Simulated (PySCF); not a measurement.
Precursor series Y F-NH2. Isolated molecules, 0 K electronic values unless said otherwise. One relaxed conformer stands for each flexible species; it need not be the lowest.

All values below come from TPSSh-D3(BJ)/def2-TZVP // r2SCAN-D4/def2-SVP run with PySCF. All candidates: neutral, multiplicity 1. 

The HOMO–LUMO gap comes out as 4.24 eV and the LUMO is -1.69 eV. The HOMO comes out as -5.93 eV.

Task: Which member has these values?
A. [Y(F)3]
B. [Y(F)2(NH2)]
C. [Y(F)(NH2)2]

Result: C, [Y(F)(NH2)2]. The others give [Y(F)2(NH2)]: 4.27 eV, -2.11 eV, -6.38 eV; [Y(F)3]: 6.80 eV, -2.61 eV, -9.41 eV
